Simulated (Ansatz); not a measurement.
Geometry optimisation, RKS PBE-D4/def2-SVP in Ansatz.

Input file:

```yaml
crystal:
  periodic: [false, false, false]
  atoms:
    - { symbol: C, position_ang: [-1.3135, 0.6407, 1.1708] }
    - { symbol: S, position_ang: [0.4197, 1.0339, 1.1936] }
    - { symbol: B, position_ang: [0.6968, 0.3833, -0.5625] }
    - { symbol: C, position_ang: [1.1908, -1.1314, -0.7699] }
    - { symbol: Br, position_ang: [0.585, 1.6126, -2.1315] }
    - { symbol: H, position_ang: [-1.8105, 1.0182, 2.1215] }
    - { symbol: H, position_ang: [-1.5112, -0.4003, 1.0291] }
    - { symbol: H, position_ang: [-1.8107, 1.2677, 0.33] }
    - { symbol: H, position_ang: [0.3063, -1.7726, -0.3391] }
    - { symbol: H, position_ang: [1.2674, -1.3433, -1.8234] }
    - { symbol: H, position_ang: [2.0453, -1.3659, -0.1981] }
basis:
  gaussian: { orbitals: def2-SVP }
hamiltonian:
  xc: pbe
  dispersion: d4
relax:
  f_tol: 0.02
  max_steps: 50
```

Run as:

```bash
$ ansatz run input.yaml --threads 2 --pin off --max-ram 3072MiB --backend cpu --events-out ev --progress --plain --runs-dir out
```

Question: Where does it end, and by what steps?

Answer: The run converged. After 17 steps the energy has fallen by 1.146 eV; Br5 moved furthest, 1.92 Å.

```
step  energy less start (eV)  largest force component (eV/Å)  accepted
   0                  0.0000                           3.818       yes
   1                 -0.3385                           1.045       yes
   2                 -0.4101                           0.401       yes
   3                 -0.4476                           0.390       yes
   4                 -0.5280                           0.710       yes
   5                 -0.6379                           0.898       yes
   6                 -0.7889                           0.860       yes
   7                 -0.9263                           0.690       yes
   8                 -1.0261                           0.583       yes
   9                 -1.0843                           0.251       yes
  10                 -1.1183                           0.149       yes
  11                 -1.1307                           0.280       yes
  12                 -1.1332                           0.189       yes
  13                 -1.1432                           0.075       yes
  14                 -1.1453                           0.028       yes
  15                 -1.1457                           0.064       yes
  16                 -1.1459                           0.024       yes
  17                 -1.1460                           0.003       yes
```

```xyz
11
Properties=species:S:1:pos:R:3
C -1.455 1.140 1.266
S 0.053 0.109 1.216
B 0.341 -0.292 -0.505
C 1.577 -1.181 -0.888
Br -0.846 0.353 -1.903
H -1.630 1.397 2.327
H -2.322 0.580 0.868
H -1.314 2.063 0.674
H 1.238 -2.100 -1.413
H 2.232 -0.642 -1.606
H 2.190 -1.484 -0.015
```

Whether the end is a true minimum wasn't checked by a vibrational analysis.

Time of the run: 55 s on 2 threads of Arm Neoverse V2, with other jobs on the host, peak memory 0.17 GiB.
